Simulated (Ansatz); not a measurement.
Cost and result for the atomization energy of C4H4F6O (`FC(F)O[C@@H](F)[C@H](F)C(F)F`) (15 atoms, 14 bonds).

```xyz
15

F    -0.6640    2.5979   -0.0402
C    -1.5859    1.6225    0.0933
F    -2.5211    1.8039   -0.8349
O    -1.0166    0.3982   -0.1622
C    -0.1258   -0.0571    0.7978
F    -0.8135   -0.4644    1.9085
C     0.5964   -1.2497    0.2021
F     1.4849   -1.7154    1.1281
C     1.3347   -0.8875   -1.0744
F     2.2499    0.0764   -0.8198
F     1.9907   -1.9736   -1.5322
H    -2.0249    1.6900    1.0928
H     0.5758    0.7213    1.1126
H    -0.1344   -2.0343   -0.0211
H     0.6536   -0.5283   -1.8505
```

Charge 0, multiplicity 1. The geometry is a stationary point of PBE0-D4/def2-TZVP. It is one conformer, not always the lowest. Program: Ansatz. All runs use 4 threads of an AMD EPYC 7R13 on a shared host and a share of an NVIDIA H100 80 GB. Times are those of one run each, without the atoms' runs, and a repeat can differ threefold. Electronic energies, without spin–orbit coupling; frozen cores. CCSD(T)/CBS adds CCSD(T) − MP2 in def2-TZVPP to the MP2 limit, and its time is that of the two runs behind it. T1 = 0.012. HSE06 is the plane-wave form, built on full-range PBE exchange.

CCSD(T)/CBS is a level of theory with its own doubt, some kJ/mol a heavy atom from the limit and from the frozen cores, so smaller differences don't rank the functionals.

| level | functions | wall time | atomization (kcal/mol) | difference from CCSD(T)/CBS | per bond |
| --- | --- | --- | --- | --- | --- |
| HSE06-D4/def2-TZVPP | 397 | 3.6 s | 1480.4 | 13.0 | 0.9 |
| ωB97X-V/def2-TZVPP | 397 | 4.6 s | 1475.7 | 8.3 | 0.6 |
| BHLYP-D4/def2-TZVPP | 397 | 4.6 s | 1385.3 | -82.1 | -5.9 |
| CCSD(T)/def2-SVP | 174 | 6.5 s | 1397.9 | -69.5 | -5.0 |
| BLYP-D4/def2-TZVPP | 397 | 7 s | 1473.6 | 6.2 | 0.4 |
| PBE-QIDH/def2-TZVPP | 397 | 7 s | 1460.3 | -7.1 | -0.5 |
| r2SCAN-D4/def2-TZVPP (with forces) | 397 | 8 s | 1478.7 | 11.3 | 0.8 |
| B2PLYP/def2-TZVPP | 397 | 8 s | 1449.4 | -18.0 | -1.3 |
| MP2/def2-QZVPP | 747 | 8.5 s | 1510.6 | 43.2 | 3.1 |
| ωB97M-V/def2-TZVPP (with forces) | 397 | 9.5 s | 1475.3 | 7.9 | 0.6 |
| B97M-V/def2-TZVPP | 397 | 9.5 s | 1466.2 | -1.2 | -0.1 |
| CCSD(T)/def2-TZVPP | 397 | 53 s | 1426.5 | -40.9 | -2.9 |
| CCSD(T)/CBS(def2) | – | 62 s | 1467.4 | 0.0 | 0.0 |

In def2-TZVPP, CCSD(T) changes the Hartree–Fock value by +422.1 kcal/mol (the triples alone add +30.8 kcal/mol) and MP2 by +482.2 kcal/mol; breaking electron pairs costs correlation energy, which Hartree–Fock lacks. From r2SCAN to r2SCAN0 (25 % exact exchange), in def2-TZVPP and without D4, the atomization energy moves by −44.9 kcal/mol: exact exchange takes away binding that semilocal exchange gives to molecules. The D4 term adds +11.8 kcal/mol with B3LYP and +6.4 kcal/mol with PBE0; it sums over pairs of atoms, weighted by their polarisabilities, and B3LYP, whose exchange is more repulsive, gets the larger term.

B3LYP here is the variant with VWN-RPA as its local correlation; programs differ in this.
